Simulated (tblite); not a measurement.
`CC(C)=C=PCO`. Structure optimised with GFN2-xTB, isolated species.

```
atom  x, y, z in Å
C1    -1.6736    1.0047    0.6340
C2    -0.9101    0.1548   -0.3439
C3    -1.6415   -1.0470   -0.8739
C4     0.3136    0.4392   -0.6969
P5     1.8042    0.9377   -1.1500
C6     2.8335    0.0013    0.1495
O7     2.2015   -0.1704    1.3814
H8    -1.9851    0.4042    1.4886
H9    -2.5690    1.4008    0.1556
H10   -1.0657    1.8339    0.9862
H11   -1.9254   -1.7055   -0.0530
H12   -1.0259   -1.6023   -1.5770
H13   -2.5529   -0.7291   -1.3788
H14    3.1286   -0.9642   -0.2937
H15    3.7429    0.5795    0.3361
H16    1.3173   -0.5286    1.2244
```

Problem. What is the longest distance between nuclei?

Solution. H13···H15, 6.66 Å; the next longest distance is 6.37 Å.

Problem. Give the dihedral angles P5–C6–O7–H16, H10–C1–C2–C3, C4–C2–C3–H11, C4–P5–C6–O7, H8–C1–C2–C4.

Solution. P5–C6–O7–H16 50° (synclinal); H10–C1–C2–C3 179° (antiperiplanar); C4–C2–C3–H11 120° (anticlinal); C4–P5–C6–O7 -32° (synclinal); H8–C1–C2–C4 -122° (anticlinal). Dihedral signs follow IUPAC: positive where, seen along the central bond, the front bond turns clockwise onto the rear one.

Problem. What is the repulsion energy of the bare nuclei, Σ ZA·ZB/RAB?

Solution. 346.96 Eh over 120 pairs, with full nuclear charges and distances in bohr; the largest single term is 29.12 Eh (C4 with P5).

Problem. How far apart are these pairs, which share no bond: C1···H16, C2···O7, C6···H8, O7···H13?

Solution. C1···H16 3.412 Å (6 bonds apart); C2···O7 3.573 Å (4 bonds apart); C6···H8 5.017 Å (5 bonds apart); O7···H13 5.526 Å (6 bonds apart).

Problem. What are the angles H9–C1–H10, C1–C2–C3, C3–C2–C4, H11–C3–H12, C2–C3–H13, H11–C3–H13, C2–C4–P5, P5–C6–H15?

Solution. From the scalar product of the two bond vectors; for H9–C1–H10 it is -0.3844 Å² over 1.0897 × 1.0868 Å², cos θ = -0.3245. H9–C1–H10 108.9°; C1–C2–C3 115.7°; C3–C2–C4 122.3°; H11–C3–H12 109.0°; C2–C3–H13 109.7°; H11–C3–H13 107.9°; C2–C4–P5 174.8°; P5–C6–H15 107.8°.

Problem. How far are the heavy atoms from their best plane (unweighted least squares)?

Solution. 0.649 Å rms; C1 0.94, C2 0.02, C3 1.16, C4 0.24, P5 0.65, C6 0.29, O7 0.40 Å (magnitudes).

Problem. Write the matrix of distances between heavy atoms (Å, lower triangle).

Solution. 
```
C1    0.000
C2    1.504  0.000
C3    2.546  1.503  0.000
C4    2.458  1.305  2.462  0.000
P5    3.909  2.938  3.986  1.636  0.000
C6    4.643  3.779  4.709  2.694  1.904  0.000
O7    4.118  3.573  4.541  2.873  2.792  1.395  0.000
```

Its GFN2-xTB frequencies are all real (lowest 42 cm⁻¹). One conformer, not necessarily the lowest.

These are computed values.
